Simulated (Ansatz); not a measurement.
Basis-set extrapolation for C₃H₃F₃O, SMILES `FC(F)[C@H]1O[C@H]1F` (PBE0-D4/def2-TZVP geometry, frozen core, the Gaussian-basis code of Ansatz). Multiplicity 1, RHF reference.

|  | def2-TZVPP | def2-QZVPP |
| --- | --- | --- |
| HF | -488.690273 | -488.711488 |
| MP2 correlation | -1.456227 | -1.579045 |
| CCSD(T) correlation | -1.525881 | not run |

Energies in hartree. Use E(X) = E(∞) + A·exp(−7.88·√X) for Hartree–Fock and E(X) = E(∞) + B·X^(−2.97) for correlation, with X = 3 and 4, and add CCSD(T) minus MP2 of the smaller set to the MP2 limit.

**Question.** What is the CCSD(T) energy at the basis-set limit?

**Answer.** HF limit: -488.711488 + (-0.021215) × 0.13774 = -488.71441. MP2 limit: -1.579045 + (-0.122818) × 0.74074 = -1.67002. Higher-order term: -1.525881 − (-1.456227) = -0.06965. Total: -490.45408 hartree, 6.47 eV below CCSD(T)/def2-TZVPP.
